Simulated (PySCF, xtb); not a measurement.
H3ISiTe, SMILES [SiH3][Te]I.

Harmonic wavenumbers (cm⁻¹) from xtb with GFN2-xTB at its own minimum, in rising order: 76, 86, 237, 354, 490, 492, 758, 772, 801, 2293, 2300, 2329.

**Question.** What does B3LYP-D3(BJ)/def2-SVP in PySCF 2.14.0 give at its own minimum? (Estimate from the structure and the level; the computed values follow.)

**Answer.** 76, 123, 196, 322, 544, 552, 880, 925, 950, 2218, 2242, 2248. Paired by order, the mean absolute difference is 72 cm⁻¹ and the zero-point energies are 15.7 and 16.1 kcal/mol.
